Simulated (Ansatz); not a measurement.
`[BH2][SbH][SiH3]` + `C#C[SiH2]O` → `BO[SiH2]C#C` + `[SiH3][SbH2]` at 600 K and 1 bar (cleavage of the B–Sb bond).

Isolated molecules relaxed with PBE0-D4/def2-TZVP in Ansatz; ΔE leaves out vibrations. CCSD(T)/CBS adds triple-zeta CCSD(T) − MP2 to the extrapolated MP2 energy (def2 sets, frozen cores). Elements past krypton have def2 core potentials. For Sb outer-core shells are correlated without core-valence functions, which leaves a few kJ/mol of doubt a bond. One conformer a species, not always the lowest.

```tsv
species	CCSD(T)/CBS energy (Eh)	H − E (kJ/mol)	S (J/(mol·K))
`[BH2][SbH][SiH3]`	-557.46017	193.7	435.8
`C#C[SiH2]O`	-442.75166	182.7	384.3
`BO[SiH2]C#C`	-468.17507	225.3	435.8
`[SiH3][SbH2]`	-532.08095	144.0	371.2
```

H − E and S are ideal-gas, rigid-rotor, harmonic terms from PBE0-D4/def2-TZVP, for one conformer and one mirror image of each species. 1 Eh = 2625.50 kJ/mol, R = 8.31446 J/(mol·K).

Task: By hand: ΔE, ΔH, ΔS and ΔG.

Result: ΔE = (-468.17507) + (-532.08095) − (-557.46017) − (-442.75166) = -0.04419 Eh = -116.0 kJ/mol. Δ(H − E) = 225.3 + 144.0 − 193.7 − 182.7 = -7.1, so ΔH = -123.1 kJ/mol. ΔS = 435.8 + 371.2 − 435.8 − 384.3 = -13.1 J/(mol·K). ΔG = -123.1 − 600 × (-13.1)/1000 = -115.2 kJ/mol.

Task: By hand: the equilibrium constant, and the temperature at which ΔG would vanish if ΔH and ΔS stayed fixed.

Result: log₁₀ K = −ΔG/(RT ln 10) = 10.0. ΔG = 0 at ΔH/ΔS = 9397 K, far beyond where these terms or the molecules hold.

The number of gas molecules stays the same, so ΔS is small and ΔH decides. A doubt of 5 kJ/mol in ΔE shifts log₁₀ K by 0.4 here. Other conformers and mirror images would add mixing entropy, several J/(mol·K) or more a flexible species. Modes under 60 cm⁻¹, often nearly free rotors, make the harmonic entropy too high. These are equilibria of isolated gas molecules and say nothing of rates. Largest T1 diagnostic: 0.015 (customary marks: 0.02 for closed shells, 0.045 for open ones).
